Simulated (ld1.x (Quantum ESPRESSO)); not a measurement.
**W (Z = 74): one change to a TM potential, before and after**

| Property | Result |
| --- | --- |
| Element | tungsten |
| Generator | ld1.x (Quantum ESPRESSO) 7.5 |
| Type | norm-conserving Troullier–Martins (Kleinman–Bylander form) |
| Functional | PBE |
| Relativity | fully relativistic |
| Frozen core | [Xe] 4f14 |
| Valence charge | 6 |
| Reference configuration | 5d4 6s1 6p0 (charge +1) |
| Partial waves | 6s (bound): rc 2.05 bohr; 6p (bound, empty): rc 2.65 bohr; 5d (bound): rc 2.35 bohr |
| Local potential | all-electron potential smoothed inside 1.65 bohr (lloc = -1) |
| Core correction | Bessel-smoothed model core inside 1.20 bohr |

Open shells are filled in proportion to 2j + 1 (rel_dist='average').

All-electron outer shells of the reference configuration (PBE, scalar-relativistic, ld1.x):

```csv
shell,level (eV),outermost node (bohr),outermost maximum (bohr)
4f,-40.69,–,0.43
6s,-12.18,1.28,2.58
5d,-11.73,0.63,1.49
6p,-6.81,1.52,3.35
```

Change: core correction none.

Cutoffs: the cutoffs (Ry, on a coarse ladder) from which the occupation-weighted sum of valence levels, in a spherical-Bessel basis at the reference potential, stays within 10 and 1 mRy of its value at 400 Ry; they do not see the model core or the augmentation charge, which bear on the density cutoff. Errors are all-electron minus pseudo energies relative to the spin-unpolarised reference configuration.

Question: How do hardness, ghosts and transferability respond?

Answer: The potential gets neither clearly harder nor softer (30 Ry and 35 Ry → 30 Ry and 35 Ry); both files keep a bound ghost (p, s); of the 7 tests that both files solve, the error grows in 5 and shrinks in 2 by more than 15 % and 0.3 meV (median size 4.2 → 8.7 meV).

| quantity | base | changed |
| --- | --- | --- |
| cutoff, loose | 30 Ry | 30 Ry |
| cutoff, tight | 35 Ry | 35 Ry |
| bound ghosts | s, p3/2, p1/2 | s, p3/2, p1/2 |
| error for 5d4 6s2 6p0, meV [ΔE -8.89 eV] | -4.1 | +18 |
| error for 5d4 6s0 6p0, meV [ΔE 15.68 eV] | -9.3 | +55 |
| error for 5d3 6s0 6p0, meV [ΔE 41.05 eV] | -136 | +104 |
| error for 5d4 6s1.5 6p0, meV [ΔE -5.25 eV] | -1.2 | +5.8 |
| error for 5d5 6s0 6p0, meV [ΔE 0.81 eV] | -46 | -0.3 |
| error for 5d4 6s1 6p1, meV [ΔE -4.43 eV] | -3.6 | +6.0 |
| error for 5d4 6s0 6p1, meV [ΔE 5.40 eV] | -4.2 | +8.7 |
| s: phases at 2.90 bohr within 0.05 rad from the reference energy up to (Ry; the scan ends near 5) | 1.4 | 1.4 |
| p1/2: phases at 2.90 bohr within 0.05 rad from the reference energy up to (Ry; the scan ends near 5) | 2.8 | 2.8 |
| p3/2: phases at 2.90 bohr within 0.05 rad from the reference energy up to (Ry; the scan ends near 5) | 2.1 | 2.1 |
| d3/2: phases at 2.90 bohr within 0.05 rad from the reference energy up to (Ry; the scan ends near 5) | to the end of the scan | to the end of the scan |
| d5/2: phases at 2.90 bohr within 0.05 rad from the reference energy up to (Ry; the scan ends near 5) | to the end of the scan | to the end of the scan |

Base: These tests converged, but a pseudo level misses the all-electron one widely, so the file describes the atom poorly there or has found another state: 5d3 6s0 6p0: empty 6p by 3.8 eV (a node warning on the way). A true bound ghost makes a file unfit for plane-wave use even where its test errors are small: the radial tests pick states by their node count and pass the ghost by.
